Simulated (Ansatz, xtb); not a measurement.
**Worked example: SiH2(SiH3)Br + SiH3Br → SiH3(SiH3) + SiH2Br2**

Species: SiH2(SiH3)Br, singlet; SiH3Br `[SiH3]Br`, singlet; SiH3(SiH3), singlet; SiH2Br2 (dibromosilane) `Br[SiH2]Br`, singlet. The partners trade Br for H; both sit on Si, so the bond types are kept.

Shapes, held fixed at every level: PBE0-D4/def2-TZVP. Programs: Ansatz 0.2.0, xtb 6.7.1. The zero-point and thermal change to 298 K, harmonic and unscaled (PBE0-D4/def2-TZVP), is -0.6 kJ/mol.

At CCSD(T)/def2-TZVPP; 1 Eh = 2625.50 kJ/mol:

| species | energy (Eh) |
| --- | --- |
| SiH2(SiH3)Br | -3153.851061 |
| SiH3Br | -2863.596019 |
| SiH3(SiH3) | -581.690342 |
| SiH2Br2 | -5435.757435 |

Problem. Work out ΔH(298 K) of the reaction at this level.

Solution. 
1. Products less reactants: (-581.690342) + (-5435.757435) − [(-3153.851061) + (-2863.596019)] = -0.000697 Eh = -1.8 kJ/mol.
2. With the thermal change: -1.8 + (-0.6) = -2.4 kJ/mol.

Other levels give -6.9 (SPW92/def2-TZVPP) to -1.6 kJ/mol (CCSD/def2-TZVPP). No measured value is set beside it here. Relativity is left out for Br unless named. Correlated rows may include outer-core shells of Br, which these sets cover unevenly.
